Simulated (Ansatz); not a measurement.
`CO[SiH2][SnH3]` at its PBE0-D4/def2-TZVP geometry, where that method's forces vanish. Charge 0, multiplicity 1. Sn: def2 effective core potential.

```xyz
12

C    -0.4462   -1.5438   -1.2437
O     0.5540   -1.4619   -0.2560
Si    0.4246   -0.4878    1.0646
Sn    0.2187    1.9982    0.4210
H    -1.4002   -1.8825   -0.8234
H    -0.6075   -0.5767   -1.7354
H    -0.1231   -2.2641   -1.9967
H     1.6525   -0.7190    1.8635
H    -0.7694   -0.8646    1.8780
H    -1.1797    2.3020   -0.5162
H     1.5666    2.5346   -0.4818
H     0.1097    2.9657    1.8261
```

Task: What forces (eV/Å) does B3LYP-D4/def2-TZVPP give on these atoms in Ansatz 0.2.0? (Estimate.)

Result: Ansatz gave: 
```
C1  -0.230 -0.064 -0.305
O2   0.171 -0.005  0.130
Si3  0.058 -0.079  0.269
Sn4 -0.003  0.025 -0.013
H5   0.044  0.016 -0.026
H6   0.004 -0.061  0.021
H7  -0.030  0.041  0.033
H8  -0.078  0.015 -0.041
H9   0.068  0.018 -0.046
H10 -0.050  0.021 -0.034
H11  0.049  0.029 -0.036
H12 -0.004  0.045  0.050
```

B3LYP here is the variant with VWN-RPA as its local correlation; programs differ in this.
